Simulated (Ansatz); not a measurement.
Computed with Ansatz on PBE0-D4/def2-TZVP structures; ΔE is electronic, products minus reactants. CCSD(T)/CBS is the MP2 limit (def2-TZVPP, def2-QZVPP) plus CCSD(T) − MP2 in def2-TZVPP, frozen cores. This one scheme is used for every species, atoms too. DFT in def2-TZVPP. B3LYP here is the variant with VWN-RPA as its local correlation; programs differ in this. Open shells (•) are unrestricted, without spin–orbit coupling. Spin–orbit coupling would lower the free atoms: a little for B, C, S. One conformer a species, not always the lowest.

Consider the atomization: `CCCBS` → B• + 3 C• + 9 H• + S•.

`CCCBS`:

Z-matrix (Å, degrees):
```
C
C 1 1.520
H 1 1.093 2 111.6
H 1 1.092 2 111.6 3 -120.8
H 1 1.094 2 110.7 3 119.4
C 2 1.523 1 112.8 3 -58.1
H 2 1.097 1 109.9 3 65.0
H 2 1.095 1 109.0 3 180.0
B 6 1.562 2 120.1 1 72.2
H 6 1.099 2 110.0 1 -53.9
H 6 1.102 2 110.2 1 -167.3
S 9 1.779 6 127.2 2 12.8
H 9 1.197 6 120.2 2 -170.3
H 12 1.345 9 99.6 6 -2.6
```

```csv
species,B3LYP-D4 energy (Eh)
`CCCBS`,-542.92097
B•,-24.66392
C•,-37.85948
H•,-0.50215
S•,-398.13240
```

(1) Work out ΔE.

Largest T1 diagnostic among the species: 0.014.

## Answers

(1) ΔE = 9 × (-0.50215) + 3 × (-37.85948) + (-24.66392) + (-398.13240) − (-542.92097) = 2.02686 Eh = +5321.5 kJ/mol. CCSD(T)/CBS gives +5303.3 kJ/mol.

From PBE to PBE0 (25 % exact exchange), in def2-TZVPP and without D4, ΔE moves by −47.4 kJ/mol: exact exchange takes away binding that semilocal exchange gives to molecules. In def2-TZVPP, CCSD(T) changes the Hartree–Fock value by +1141.7 kJ/mol (the triples alone add +63.2 kJ/mol) and MP2 by +1190.5 kJ/mol; breaking electron pairs costs correlation energy, which Hartree–Fock lacks.

For atomizations the MP2-based limit and the directly extrapolated one differ by several kJ/mol either way, and by 10 to 25 for some Ge, Se and Sn compounds, so smaller differences from it don't rank the levels.
